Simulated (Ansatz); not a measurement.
Coupled-cluster diagnostics for Be₂Te₂⁻ (the lowest doublet isomer of a short search), Ansatz.

Geometry of the doublet (PBE0-D4/def2-TZVPD):

```
atom   x (Å)   y (Å)   z (Å)
 Be1   0.829  -0.635  -0.400
 Be2  -0.830   0.636   0.401
 Te3   0.656   1.536  -1.080
 Te4  -0.656  -1.537   1.080
```

In the def2 sets Te takes a core potential; there is no spin–orbit coupling. Correlated methods freeze 8 core orbitals; core or outer-core shells of Te are correlated, in sets that lack core-valence functions. The structure comes from a short search, and lower isomers may exist.

Geometry of the charge -1 quartet (PBE0-D4/def2-TZVPD):

```xyz
4

Be    0.915    0.613    0.971
Be   -0.171   -1.059   -1.003
Te   -0.953   -0.834    1.231
Te    0.208    1.280   -1.199
```

(1) Estimate the CCSD(T) correlation energy, the shares of MP2 and (T), T1 and the reference's ⟨S²⟩ for: charge -1, doublet, own geometry in def2-SVPD; charge -1, quartet, own geometry in def2-SVPD; and the rough time on 2 threads of Intel Xeon Platinum 8259CL on a shared host.

Results:

(1) 
```
                           state      basis  correlation (eV)  MP2 share (%)  (T) share (%)     T1  ⟨S²⟩ (pure)  wall time
charge -1, doublet, own geometry  def2-SVPD            -9.210           90.0            4.5  0.016  0.85 (0.75)       54 s
charge -1, quartet, own geometry  def2-SVPD            -8.742           89.1            4.5  0.015  3.78 (3.75)       30 s
```
Customary marks for T1 are 0.02 (closed shells), 0.045 (open shells) and about 0.05 (3d metals). T1 stays under 0.02 throughout.
